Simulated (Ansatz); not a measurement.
Cost and result for the atomization energy of `[NH2][GeH]([SH])[TeH]` (9 atoms, 8 bonds).

Cartesian coordinates in Å:
```
N -0.3909 -1.4707 0.6203
Ge 0.2403 0.0536 -0.1719
S -1.3602 0.7508 -1.5392
Te 0.6958 1.9734 1.4771
H 0.2326 -1.8906 1.2969
H -1.3106 -1.3689 1.0276
H 1.5394 -0.3026 -0.9121
H -1.4103 -0.4120 -2.2151
H 1.7639 2.6669 0.4163
```

Total charge 0; spin multiplicity 1. Correlated methods include outer-core shells of Ge, Te, which these sets cover unevenly. Scalar relativity is left out up to krypton. Te: def2 effective core potential. The geometry is a stationary point of PBE0-D4/def2-TZVP. It is one conformer, not always the lowest. Program: Ansatz. All runs use 4 threads of a server CPU on a shared host. Times are those of one run each, without the atoms' runs, and a repeat can differ threefold. Electronic energies, without spin–orbit coupling; frozen cores. CCSD(T)/CBS adds CCSD(T) − MP2 in def2-TZVPP to the MP2 limit, and its time is that of the two runs behind it. T1 = 0.011. With those shells the extrapolation isn't a true limit. B3LYP takes the VWN-RPA correlation (the form of Gaussian; ORCA's B3LYP/G).

CCSD(T)/CBS is a level of theory with its own doubt, some kJ/mol a heavy atom from the limit and from the frozen cores, so smaller differences don't rank the functionals.

```
                            level  functions  wall time
           LDA (SPW92)/def2-TZVPP        241      1.4 s
               BLYP-D4/def2-TZVPP        241      1.8 s
  PBE-D4/def2-TZVPP (with forces)        241      2.2 s
            r2SCANh-D4/def2-TZVPP        241      4.3 s
B3LYP-D4/def2-TZVPP (with forces)        241      4.4 s
                B2PLYP/def2-TZVPP        241      4.9 s
              PBE-QIDH/def2-TZVPP        241      5.5 s
                B97M-V/def2-TZVPP        241      6.5 s
                 CCSD(T)/def2-SVP        115        8 s
 ωB97M-V/def2-TZVPP (with forces)        241        9 s
                   MP2/def2-QZVPP        448       20 s
               CCSD(T)/def2-TZVPP        241    2.7 min
                CCSD(T)/CBS(def2)          –      3 min
```

(1) What atomization energy does each give, and how far from CCSD(T)/CBS? (Best estimate.)

Results:

(1) Ansatz gave: 
```tsv
level	atomization (kJ/mol)	difference from CCSD(T)/CBS	per bond
LDA (SPW92)/def2-TZVPP	2958.2	388.0	48.5
BLYP-D4/def2-TZVPP	2539.4	-30.8	-3.9
PBE-D4/def2-TZVPP (with forces)	2585.3	15.1	1.9
r2SCANh-D4/def2-TZVPP	2523.6	-46.6	-5.8
B3LYP-D4/def2-TZVPP (with forces)	2540.8	-29.4	-3.7
B2PLYP/def2-TZVPP	2500.0	-70.2	-8.8
PBE-QIDH/def2-TZVPP	2510.7	-59.5	-7.4
B97M-V/def2-TZVPP	2565.8	-4.4	-0.6
CCSD(T)/def2-SVP	2304.2	-266.0	-33.3
ωB97M-V/def2-TZVPP (with forces)	2540.3	-29.9	-3.7
MP2/def2-QZVPP	2544.1	-26.1	-3.3
CCSD(T)/def2-TZVPP	2478.8	-91.4	-11.4
CCSD(T)/CBS(def2)	2570.2	0.0	0.0
```

From PBE to PBE0 (25 % exact exchange), in def2-TZVPP and without D4, the atomization energy moves by −47.9 kJ/mol: exact exchange takes away binding that semilocal exchange gives to molecules. The D4 term adds +42.4 kJ/mol with B3LYP and +22.4 kJ/mol with PBE0; it sums over pairs of atoms, weighted by their polarisabilities, and B3LYP, whose exchange is more repulsive, gets the larger term. At CCSD(T), def2-SVP lies −266.0 kJ/mol from the extrapolated value and def2-TZVPP −91.4 kJ/mol: correlation converges slowly with the basis, and small sets miss more of it in the bonded molecule than in its fragments.

Spin–orbit coupling would lower the free Te atoms strongly, and the atomization energy with them, by more than many differences here. For some Ge, Se and Sn compounds the MP2-based and the directly extrapolated limit differ by 10 to 25 kJ/mol.
